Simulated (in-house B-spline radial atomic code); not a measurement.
Computed with a B-spline radial atomic code. Model: two electrons, singlet ground state, non-relativistic, full CI in B-splines with partial waves to l = 8 (at full coupling up to 3e-4 hartree above the limit, correlation up to 0.6 % small), density held at that of full coupling by Lieb maximisation.

Along the adiabatic connection the electron repulsion is scaled by a coupling λ while a local potential keeps the density fixed. At λ = 0 the system is the Kohn-Sham one and W equals the exchange energy; the exchange-correlation energy is the area under W between 0 and 1. The kinetic energy rises with λ as the electrons avoid each other, with dT/dλ = −λ dW/dλ.

Command:
```bash
python run_ac.py task.json out
```
Settings (lengths in bohr, energies in hartree):
```
potential              coulomb
strength               0.94
lmax                   8
```

Cost of the run: 2.7 min on 1 thread of Intel(R) Xeon(R) Processor @ 2.30GHz, with other jobs on the host.

**W = mean repulsion less Hartree energy, and W of three functionals.**

Given: confinement point charge; nuclear charge 0.94; external potential -Z/r.

Computed: LDA exchange minus exact 34.075 millihartree; SCAN exchange minus exact -14.953 millihartree.

```csv
coupling,W xc (hartree),W xc minus exchange (millihartree),kinetic minus Kohn-Sham (millihartree),LDA (PW92) W minus its exchange (millihartree),PBE W minus its exchange (millihartree),SCAN W minus its exchange (millihartree)
0,-0.33167,0,0,0,0,0
0.02,-0.33482,-3.144,0.03,-9.03,-1.3,-1.71
0.05,-0.33923,-7.556,0.18,-17.54,-3.3,-4.13
0.12,?,?,?,?,?,?
0.25,-0.36191,-30.234,3.42,-49.42,-16.06,-17.45
0.4,-0.37397,-42.295,7.3,-64.23,-24.45,-25.42
0.6,?,?,?,?,?,?
0.8,-0.39552,-63.844,19.85,-90.63,-42.47,-41.7
1,-0.4029,-71.228,26.46,-100.07,-49.69,-48.04
1.4,-0.41391,-82.235,39.54,-114.87,-61.65,-58.36
2,-0.42495,-93.28,58.07,-130.9,-75.32,-69.87
```

Task: What belongs in the row 0.12?

Result: W xc (hartree): -0.34832; W xc minus exchange (millihartree): -16.651; kinetic minus Kohn-Sham (millihartree): 0.95; LDA (PW92) W minus its exchange (millihartree): -31.56; PBE W minus its exchange (millihartree): -7.94; SCAN W minus its exchange (millihartree): -9.25.

Task: What belongs in the row 0.6?

Result: W xc (hartree): -0.38619; W xc minus exchange (millihartree): -54.515; kinetic minus Kohn-Sham (millihartree): 13.35; LDA (PW92) W minus its exchange (millihartree): -79.07; PBE W minus its exchange (millihartree): -34.15; SCAN W minus its exchange (millihartree): -34.28.

Task: What is the PBE exchange minus exact?

Result: -16.176 millihartree.

**Energy parts, natural occupations and partial-wave weights.**

Computed: exchange energy -0.33167 hartree; correlation energy -0.044763 hartree; kinetic part of the DFT correlation energy 0.026464 hartree; initial slope twice GL2 -0.16128 hartree; Hartree energy 0.66334 hartree; Kohn-Sham kinetic 0.42316 hartree; Lieb Oxford ratio E_xc over LDA exchange 1.2649.

| natural | occupation of the shell (electrons) |
| --- | --- |
| s | 1.8449 |
| s | ? |
| p | 0.02391 |
| d | 0.00059082 |
| p | 0.00042692 |
| s | 0.00041602 |

Task: What belongs in the row s?

Result: occupation of the shell (electrons): 0.12957.

| wave | weight |
| --- | --- |
| s | 0.98744 |
| p | 0.012182 |
| d | 0.00032443 |
| f | ? |
| g | 8.0288e-06 |

Task: What belongs in the row f?

Result: weight: 3.7825e-05.

Task: What is the kinetic part over minus potential part?

Result: 0.37154.

Task: What is the total energy?

Result: -0.4496 hartree.

Half-way to full coupling W has made 68 % of its drop, against 50 % for a straight line, and second-order (GL2) theory, half the initial slope, overshoots the correlation energy by about 80 %: correlation is strong. Over couplings 0 to 1 the errors in E_xc come to about +12 millihartree for LDA, +0.6 millihartree for PBE, +1.5 millihartree for SCAN, so PBE is nearest. In LDA and PBE and SCAN the errors of exchange and correlation have opposite signs, so the sum is smaller than the larger of the two.
